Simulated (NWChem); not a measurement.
All runs are NWChem calculations. System: H2FNSn, charge 0, spin multiplicity 1, at a geometry optimised with PBE0/def2-SVP with def2 effective core potentials on Sn. The structure started from a generated list of species. Level: MP2/def2-SVPD with def2 effective core potentials on Sn, 6 core orbitals frozen.

Job file:

```
start mol
memory heap 200 mb stack 900 mb global 1100 mb
geometry units angstroms nocenter noautoz
  Sn    -0.379451    -0.027715     0.000000
  F      0.816639     1.532062     0.000000
  N      1.189416    -1.303262     0.000000
  H      2.147715    -0.962590     0.000000
  H      1.149155    -2.317390     0.000000
  symmetry group Cs
end
basis spherical
  * library def2-svpd
end
ecp
  Sn library def2-ecp
end
scf
  rhf
  nopen 0
  maxiter 100
  thresh 1e-7
  semidirect memsize 60000000 filesize 0
end
mp2
  freeze core 6
end
task mp2 energy
```

NWChem printed:

```
             Northwest Computational Chemistry Package (NWChem) 7.3.0
             --------------------------------------------------------

                                NWChem Input Module
                                -------------------

 Scaling coordinates for geometry "geometry" by  1.889725989
 (inverse scale =  0.529177249)

 Turning off AUTOSYM since
 SYMMETRY directive was detected!

                             Geometry "geometry" -> ""
                             -------------------------

 Output coordinates in angstroms (scale by  1.889725989 to convert to a.u.)

  No.       Tag          Charge          X              Y              Z
 ---- ---------------- ---------- -------------- -------------- --------------
    1 Sn                  50.0000    -0.37945100    -0.02771500     0.00000000
    2 F                    9.0000     0.81663900     1.53206200     0.00000000
    3 N                    7.0000     1.18941600    -1.30326200     0.00000000
    4 H                    1.0000     2.14771500    -0.96259000     0.00000000
    5 H                    1.0000     1.14915500    -2.31739000     0.00000000

 Effective nuclear repulsion energy (a.u.)     254.3604800568

            Nuclear Dipole moment (a.u.)
            ----------------------------
        X                 Y               Z
 ---------------- ---------------- ----------------
    -0.0000321253    -0.0000113384     0.0000000000

      Symmetry information
      --------------------

 Group name             Cs
 Group number              2
 Group order               2
 No. of unique centers     5

      Symmetry unique atoms

     1    2    3    4    5


 Summary of "ao basis" -> "" (spherical)
 ------------------------------------------------------------------------------
       Tag                 Description            Shells   Functions and Types
 ---------------- ------------------------------  ------  ---------------------
 *                         def2-svpd                  on all atoms

 Summary of "ao basis" -> "ao basis" (spherical)
 ------------------------------------------------------------------------------
       Tag                 Description            Shells   Functions and Types
 ---------------- ------------------------------  ------  ---------------------
 Sn                        def2-svpd                12       32   5s4p3d
 F                         def2-svpd                 9       23   4s3p2d
 N                         def2-svpd                 8       20   4s2p2d
 H                         def2-svpd                 4        8   2s2p

                                 NWChem SCF Module
                                 -----------------

  ao basis        = "ao basis"
  functions       =    91
  atoms           =     5
  closed shells   =    20
  open shells     =     0
  charge          =   0.00
  wavefunction    = RHF
  use symmetry    = T
  symmetry adapt  = T

 Summary of "ao basis" -> "ao basis" (spherical)
 ------------------------------------------------------------------------------
       Tag                 Description            Shells   Functions and Types
 ---------------- ------------------------------  ------  ---------------------
 Sn                        def2-svpd                12       32   5s4p3d
 F                         def2-svpd                 9       23   4s3p2d
 N                         def2-svpd                 8       20   4s2p2d
 H                         def2-svpd                 4        8   2s2p

[...]
    17      0.791242  1 Sn pz                14      0.363335  1 Sn pz
    65     -0.164882  3 N  pz                62      0.160987  3 N  pz
    31      0.159866  1 Sn d  1

 Vector   22  Occ=0.000000D+00  E= 7.230605D-02  Symmetry=a'
              MO Center= -8.9D-01, -1.2D+00, -6.6D-15, r^2= 6.8D+00
   Bfn.  Coefficient  Atom+Function         Bfn.  Coefficient  Atom+Function
  ----- ------------  ---------------      ----- ------------  ---------------
     4      2.276333  1 Sn s                 59     -2.073708  3 N  s
     5     -1.506497  1 Sn s                 85      1.107269  5 H  s
    16      0.620375  1 Sn py                77      0.560438  4 H  s
    15      0.461672  1 Sn px                90      0.450543  5 H  py
    44      0.415051  2 F  py                28     -0.398890  1 Sn d -2

 Vector   23  Occ=0.000000D+00  E= 8.072522D-02  Symmetry=a'
              MO Center= -7.0D-01,  7.0D-01,  1.3D-15, r^2= 1.0D+01
   Bfn.  Coefficient  Atom+Function         Bfn.  Coefficient  Atom+Function
  ----- ------------  ---------------      ----- ------------  ---------------
     5      2.552725  1 Sn s                 59     -1.982567  3 N  s
     4     -1.208774  1 Sn s                 15      0.769086  1 Sn px
    36     -0.502807  2 F  s                 85      0.504679  5 H  s
    28     -0.368814  1 Sn d -2              58      0.355681  3 N  s
    16      0.226459  1 Sn py                77      0.222524  4 H  s

 center of mass
 --------------
 x =  -0.11424666 y =   0.05293746 z =   0.00000000

 moments of inertia (a.u.)
 ------------------
         266.737504683705           4.304168429018           0.000000000000
           4.304168429018         195.968986849065           0.000000000000
           0.000000000000           0.000000000000         462.706491532770

  Mulliken analysis of the total density
  --------------------------------------

    Atom       Charge   Shell Charges
 -----------   ------   -------------------------------------------------------
    1 Sn  22    20.99   1.60  0.43  1.13  0.64  0.02  3.27  2.73  0.73  0.35  9.79  0.29 -0.00
    2 F    9     9.74   1.99  1.11  0.85  0.02  3.30  2.27  0.19  0.00  0.00
    3 N    7     7.19   1.99  0.95  0.49 -0.26  2.36  1.69  0.01 -0.04
    4 H    1     1.02   0.72  0.13  0.05  0.12
    5 H    1     1.06   0.73  0.16  0.05  0.12

       Multipole analysis of the density wrt the origin
       ------------------------------------------------

     L   x y z        total         open         nuclear
     -   - - -        -----         ----         -------
     0   0 0 0     -0.000000      0.000000     40.000000

     1   1 0 0     -0.609151      0.000000     20.077604
     1   0 1 0     -1.097181      0.000000      1.466454
     1   0 0 1     -0.000000      0.000000      0.000000

     2   2 0 0    -26.981382      0.000000     89.297786
     2   1 1 0     -2.426684      0.000000    -14.604286
     2   1 0 1      0.000000      0.000000      0.000000
     2   0 2 0    -28.397126      0.000000    140.443329
     2   0 1 1     -0.000000      0.000000      0.000000
     2   0 0 2    -25.349331      0.000000      0.000000

                   NWChem MP2 Semi-direct Energy/Gradient Module
                   ---------------------------------------------

  Basis functions       =     91
  Molecular orbitals    =     91
  Frozen core           =      6
  Frozen virtuals       =      0
  Active alpha occupied =     14
  Active beta occupied  =     14
  Active alpha virtual  =     71
  Active beta virtual   =     71
  Use MO symmetry       = T
  Use skeleton AO sym   = T

  AO/Fock/Back tols     =   1.0D-09  1.0D-09  1.0D-09

 GA uses MA = F    GA memory limited = T

 Available:
  local mem=  1.26D+08
 global mem=  1.44D+08
 local disk=  0.00D+00
  mp2_memr nvloc                    71
  nvloc new                    71
   1 passes of  14:        3145728                      42240                  13985506.
   1 passes of  14: M    126147528           G      144162638           F     123001800.

 Semi-direct pass number   1 of   1  for RHF alpha+beta  at        0.9s
  vrange nnbf                  4134
  mp2_eaftype                    53  avail_ma_in_mb                  1099
 EAF : mp2_eaftype filesize          53    6992753.
  mp2_eaf for mointskh                     53
Node 0 wrote     32.9 Mb in      0.0 s     Agg I/O rate:  7562.9 Mb/s
 Done moints_semi at        2.2s
  mp2_eaftype                    53  avail_ma_in_mb                  1046
 EAF : mp2_eaftype filesize          53    6992753.
  mp2_eaf for kh                    53
 Done maket at        2.2s
 Done multipass loop at        2.2s

          -------------------------------------------
          SCF energy                -368.343254839603
          Correlation energy          -0.490082147609
          Singlet pairs               -0.294337627617
          Triplet pairs               -0.195744519992
          Total MP2 energy          -368.833336987212
          -------------------------------------------

          ---------------------------------------------------
                    Spin Component Scaled (SCS) MP2
          Same spin pairs                     -0.130496346661
          Same spin scaling factor             0.333333333333
          Opposite spin pairs                 -0.359585800948
          Opposite spin scaling fact.          1.200000000000
          SCS-MP2 correlation energy          -0.475001743358
          Total SCS-MP2 energy              -368.818256582961
          ---------------------------------------------------

 -----------------------
 Performance information
 -----------------------

 Timer overhead =  1.18D-07 seconds/call

               Nr. of calls         CPU time (s)                 Wall time (s)                GFlops
             ---------------    -------------------     ------------------------------   -------------------
Name         Min   Avg   Max    Min     Avg     Max     Min     Avg     Max   Mx/calls   Min     Max     Sum
mp2: moin     1     1     1    1.2     1.2     1.2      1.2     1.2     1.2     1.2      0.0     0.0     0.0
mp2: make     1     1     1   8.39E-2 8.39E-2 8.39E-2  8.39E-2 8.39E-2 8.39E-2 8.39E-2   0.0     0.0     0.0
mp2: tota     1     1     1    1.3     1.3     1.3      1.3     1.3     1.3     1.3      0.0     0.0     0.0

 The average no. of pstat calls per process was 3.00D+00
 with a timing overhead of 3.54D-07s

 Task  times  cpu:        2.2s     wall:        2.2s

 Total times  cpu:        2.2s     wall:        2.2s
```
